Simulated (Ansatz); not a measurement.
One change: `B[CH2][SnH3]` becomes `C[CH2][SnH3]`.

Ansatz, PBE0-D4/def2-TZVP geometries, multiplicity 1. 

Elements past krypton have def2 core potentials.

```json
{"property": "size of the dipole moment (ωB97M-V/def2-TZVPP) / D", "`B[CH2][SnH3]`": "1.32"}
{"property": "LUMO energy (B3LYP/def2-TZVPP) / eV", "`B[CH2][SnH3]`": "-1.18"}
{"property": "HOMO–LUMO gap (B3LYP/def2-TZVPP) / eV", "`B[CH2][SnH3]`": "6.97"}
{"property": "HOMO–LUMO gap (PBE0/def2-TZVPP) / eV", "`B[CH2][SnH3]`": "7.42"}
{"property": "size of the dipole moment (B3LYP/def2-TZVPP) / D", "`B[CH2][SnH3]`": "1.31"}
{"property": "HOMO energy (ωB97M-V/def2-TZVPP) / eV", "`B[CH2][SnH3]`": "-10.51"}
```

Give the same properties after the change, and the shifts. (Estimate.)

Computed: 
```tsv
property	`C[CH2][SnH3]`	shift
size of the dipole moment (ωB97M-V/def2-TZVPP) / D	0.92	-0.40
LUMO energy (B3LYP/def2-TZVPP) / eV	0.08	1.26
HOMO–LUMO gap (B3LYP/def2-TZVPP) / eV	7.71	0.74
HOMO–LUMO gap (PBE0/def2-TZVPP) / eV	8.16	0.74
size of the dipole moment (B3LYP/def2-TZVPP) / D	0.99	-0.32
HOMO energy (ωB97M-V/def2-TZVPP) / eV	-9.97	0.54
```

With PBE0 the HOMO rises by 0.56 eV and the LUMO rises by 1.30 eV, so the gap widens by about 0.74 eV. PBE moves the HOMO by 0.61 eV and ωB97M-V by 0.54 eV. The zero-point energy changes by 45.0 kJ/mol with +3 modes. Dipoles are sizes alone; their direction can turn.

B3LYP here is the variant with VWN-RPA as its local correlation; programs differ in this.
